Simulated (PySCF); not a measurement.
Species: C5H6F2OSi.
Structure used (GFN2-xTB), in Å, numbered top down from 1:
```xyz
15
C5H6F2OSi angstrom
F     -3.6669   -0.6883    0.3479
C     -2.5520    0.0050    0.0212
O     -1.4673   -0.7963    0.3755
C     -0.2228   -0.3152    0.1446
C      0.1658    0.8516   -0.3906
F     -0.6658    1.8401   -0.8334
C      1.5922    1.0808   -0.5078
C      2.3906    0.0984   -0.0679
Si     1.3398   -1.3208    0.5863
H     -2.5862    0.1994   -1.0620
H     -2.5699    0.9498    0.5863
H      1.9262    2.0140   -0.9351
H      3.4629    0.1762   -0.1125
H      1.4355   -1.5386    2.0268
H      1.4134   -2.5480   -0.2013
```

NICS is the negative of the GIAO shielding at a point without a nucleus: at the ring centre (0) and 1 Å above and below it (1); zz is the component along the ring normal. Level: GIAO PBE0/pcSseg-1 (PySCF, non-relativistic, gas phase) on the GFN2-xTB geometry, one conformer.

Ring bond lengths (Å), with Mayer bond orders in brackets: C4–C5 1.341 (1.68), C5–C7 1.449 (1.11), C7–C8 1.340 (1.82), C8–Si9 1.883 (0.91), Si9–C4 1.910 (0.82).

What do the NICS probes read (ppm)?

```json
{"ring": "C4–C5–C7–C8–Si9", "type": "5-membered ring with Si; formal bonds 2 double, 3 single", "NICS(0)": "-1.9", "NICS(1), two faces": "-1.2 / -1.2", "NICS(1)zz, two faces": "4.3 / 4.3", "rms pucker (Å)": "0.00", "centre to ring atoms, mean (Å)": "1.34"}
```

What do they say, and how far can they be read as aromaticity?

- C4–C5–C7–C8–Si9: mean NICS(1)zz 4.3 ppm, deshielded. Si9 has four or more neighbours; no verdict on aromaticity is drawn.

What field does 7.05 T along the ring normal induce along that normal at the second NICS(1) probe listed for ring C4–C5–C7–C8–Si9, 1 Å off the ring?

NICSzz × B0 = 4.3 ppm × 7.05 T = 30 μT, along the applied field.

List the ring angles and the Hirshfeld charges of the ring atoms.

- C4–C5–C7–C8–Si9: C4 108.3° (-0.037 e), C5 117.1° (+0.042 e), C7 116.4° (-0.047 e), C8 109.5° (-0.155 e), Si9 88.8° (+0.352 e); sum 540.0° against 540° for a flat convex ring.
